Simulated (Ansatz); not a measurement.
Input:

```yaml
crystal:
  periodic: [false, false, false]
  atoms:
    - { symbol: Ta, position_ang: [-0.116018, 0.048031, -0.081843] }
    - { symbol: O, position_ang: [1.857927, -0.011289, -0.043397] }
    - { symbol: H, position_ang: [2.363833, 0.10638, 0.751699] }
    - { symbol: F, position_ang: [-0.005022, 0.044639, 1.80685] }
    - { symbol: Cl, position_ang: [-0.115763, 0.372406, -2.415237] }
    - { symbol: "N", position_ang: [-0.970859, 1.778221, 0.135372] }
    - { symbol: H, position_ang: [-1.132145, 2.187199, 1.038406] }
    - { symbol: H, position_ang: [-1.275783, 2.369388, -0.616119] }
    - { symbol: Cl, position_ang: [-1.689636, -1.6704, -0.041949] }
    - { symbol: Cl, position_ang: [1.695476, -2.959014, -1.17142] }
    - { symbol: H, position_ang: [2.44689, -1.876161, -1.075862] }
basis:
  gaussian: { orbitals: def2-SVP }
hamiltonian:
  xc: hf
relax:
  f_tol: 0.03
  max_steps: 50
```

Launched with:

```bash
$ ansatz run input.yaml --threads 4 --pin off --max-ram 5120MiB --backend cpu --events-out ev --progress --plain --runs-dir out
```

Hardware: 4 threads of Arm Neoverse V1, with other jobs on the host.

Problem. Roughly how long does this run take, and how much memory?

Solution. 26 s, with a peak of 0.46 GiB, for 10 ionic steps.
